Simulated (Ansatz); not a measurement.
Ideal-gas functions of CH$_{5}$AlBrN (`[NH2][AlH][CH2]Br`) at 600 K and 1 bar, from an Ansatz frequency run at PBE0-D4/def2-TZVP.

Molar mass 137.94 g/mol, point group C1 (symmetry number 1), electronic degeneracy 1, moments of inertia 58.448, 325.502, 342.752 u Å². Harmonic wavenumbers (cm⁻¹, unscaled): 66, 113, 184, 337, 402, 491, 529, 547, 624, 682, 734, 839, 1022, 1080, 1410, 1569, 1957, 3118, 3193, 3610, 3700.

Use S(trans) = R[1.5 ln M + 2.5 ln T − 1.1517]; rotational temperatures θ = 24.2544 K / I; S(rot) = R[ln(√π/σ · √(T³/θAθBθC)) + 1.5]; for each mode x = 1.438777 ν̃/T, S = R[x/(eˣ − 1) − ln(1 − e⁻ˣ)] and H = RT x/(eˣ − 1); 1 cm⁻¹ = 0.0119627 kJ/mol; R = 8.31446 J/(mol·K).

Question: By hand: the entropy, in J/(mol·K).

Answer: Translation 184.8. Rotation: θ = 0.415, 0.0745, 0.0708 K, giving 122.5. Vibration, mode by mode: 23.65, 19.20, 15.18, 10.31, 8.93, 7.42, 6.87, 6.63, 5.70, 5.09, 4.61, 3.78, 2.67, 2.40, 1.28, 0.94, 0.44, 0.04, 0.03, 0.01, 0.01, in all 125.2. Electronic 0.0. Sum 432.5 J/(mol·K).

Question: By hand: H − E and G − E in kJ/mol, counted from the electronic energy.

Answer: Zero-point energy ½ × 26207 × 0.0119627 = 156.8; thermal vibration 37.6; translation, rotation and pV give 4 RT = 20.0. H − E = 214.4 kJ/mol, and G − E = 214.4 − 600 × 432.5/1000 = -45.1 kJ/mol.

Vibration gives 29 % of the entropy, 42.8 J/(mol·K) of it from the modes under 150 cm⁻¹: soft modes count most, and the harmonic formula is weakest for them. The sum counts one conformer and one mirror image; others add a mixing term.
